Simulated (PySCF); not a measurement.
# Nuclear quadrupole coupling in `C[C@H]1C[Si@@H](NC2CC2)C1`

Compound: C7H15NSi.
Cartesian coordinates in Å at the GFN2-xTB level; atoms count from 1:
```
atom  x, y, z in Å
C1     3.356   -0.820    0.508
C2     2.526    0.359    0.031
C3     1.506    0.010   -1.077
Si4    0.150    1.005   -0.162
N5    -1.320    0.328    0.413
C6    -2.538    0.332   -0.319
C7    -3.123   -0.938   -0.869
C8    -3.783   -0.234    0.286
C9     1.571    0.935    1.098
H10    2.708   -1.615    0.874
H11    3.962   -1.217   -0.305
H12    4.020   -0.520    1.317
H13    3.195    1.148   -0.323
H14    1.822    0.317   -2.072
H15    1.325   -1.064   -1.116
H16   -0.181    2.304   -0.750
H17   -1.277   -0.439    1.068
H18   -2.624    1.224   -0.925
H19   -3.607   -0.915   -1.833
H20   -2.605   -1.862   -0.663
H21   -3.707   -0.691    1.261
H22   -4.721    0.271    0.117
H23    1.917    1.868    1.532
H24    1.420    0.234    1.917
```

Field gradients from the PBE0/pcSseg-1 density (PySCF, non-relativistic), principal values in atomic units, ordered |Vxx| ≤ |Vyy| ≤ |Vzz|:

```csv
atom,Vxx,Vyy,Vzz
N5,0.2976,0.7060,-1.0037
```

Q: Find the asymmetry η = (Vxx − Vyy)/Vzz and the couplings χ = eQV/h (234.96 MHz × Q in barn × V in au), with Q(14N) = 0.02044 b.

A: 
| atom | environment | nucleus | η | χzz (MHz) | χxx (MHz) | χyy (MHz) |
| --- | --- | --- | --- | --- | --- | --- |
| N5 | silicon-bound nitrogen | 14N | 0.41 | -4.820 | 1.429 | 3.391 |

Q: What is Vzz at N5 in SI units (1 au = 9.71736 × 10²¹ V/m²)?

A: -1.0037 au = -9.753 × 10²¹ V/m².

Q: And the gradient at the other heavy atoms, for which no coupling is worked out here?

A: 
```json
{"atom": "C1", "environment": "methyl carbon", "Vzz (au)": "0.040", "η": "0.13"}
{"atom": "C2", "environment": "four-membered-ring carbon", "Vzz (au)": "-0.060", "η": "0.55"}
{"atom": "C3", "environment": "sp3 carbon bound to silicon", "Vzz (au)": "-0.099", "η": "0.80"}
{"atom": "Si4", "environment": "SiH silicon", "Vzz (au)": "-0.288", "η": "0.45"}
{"atom": "C6", "environment": "sp3 carbon bound to nitrogen", "Vzz (au)": "0.259", "η": "0.60"}
{"atom": "C7", "environment": "three-membered-ring carbon", "Vzz (au)": "0.199", "η": "0.46"}
{"atom": "C8", "environment": "three-membered-ring carbon", "Vzz (au)": "0.191", "η": "0.38"}
{"atom": "C9", "environment": "sp3 carbon bound to silicon", "Vzz (au)": "-0.098", "η": "0.74"}
```

Were the hydrogens deuterons (Q(2H) = 0.00286 b), χzz would run from 109 kHz (H16) to 280 kHz (H17).

Isolated species at its GFN2-xTB geometry (one conformer only). GFN2-xTB bond lengths can be off by several hundredths of an ångström, more for odd bonds, and the gradients follow them. With a basis this small, the couplings can be 20 % off.

These values come from a run that also computed NMR shieldings. On one thread of an Intel Xeon at 2.50 GHz, shared host, this took 3.5 min wall, 2.2 min CPU and 1.1 GiB of memory at its peak.
